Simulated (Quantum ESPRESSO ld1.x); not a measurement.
All-electron atom: In46+ in [He] 2s1. All-electron calculation, scalar-relativistic Kohn-Sham, LDA (Slater exchange, Perdew-Zunger correlation), spin-polarised, spherical densities, point nucleus; open shells are filled with parallel spins first. Program: ld1.x of Quantum ESPRESSO 7.5.

Normalised radial functions P(r) = r R(r), r in bohr:

r	2s down
0.001642	0.4437
0.001807	0.4812
0.00199	0.5213
0.00219	0.5642
0.002411	0.6100
0.002654	0.6588
0.002921	0.7104
0.00319	0.7603
0.003511	0.8175
0.003865	0.8773
0.004254	0.9397
0.004683	1.0042
0.005155	1.0704
0.005674	1.1377
0.006246	1.2055
0.006821	1.2672
0.007508	1.3330
0.008264	1.3960
0.009097	1.4546
0.01001	1.5068
0.01102	1.5506
0.01213	1.5835
0.01336	1.6027
0.01458	1.6057
0.01605	1.5901
0.01767	1.5513
0.01945	1.4859
0.02141	1.3904
0.02357	1.2616
0.02594	1.0968
0.02856	0.8938
0.03118	0.6734
0.03433	0.3959
0.03779	0.0815
0.04159	-0.2655
0.04578	-0.6387
0.0504	-1.0291
0.05548	-1.4248
0.06106	-1.8118
0.06668	-2.1453
0.0734	-2.4699
0.0808	-2.7369
0.08894	-2.9307
0.0979	-3.0383
0.1078	-3.0519
0.1186	-2.9694
0.1306	-2.7960
0.1426	-2.5676
0.157	-2.2600
0.1728	-1.9141
0.1902	-1.5554
0.2093	-1.2086
0.2304	-0.8946
0.2536	-0.6280
0.2792	-0.4162
0.3049	-0.2700
0.3356	-0.1577
0.3694	-0.0854
0.4066	-0.0426

2s down (empty): eigenvalue -7806.5 eV, 1 radial node at r = 0.0387 bohr, <r> = 0.120 bohr, 90 % of the charge inside 0.184 bohr.
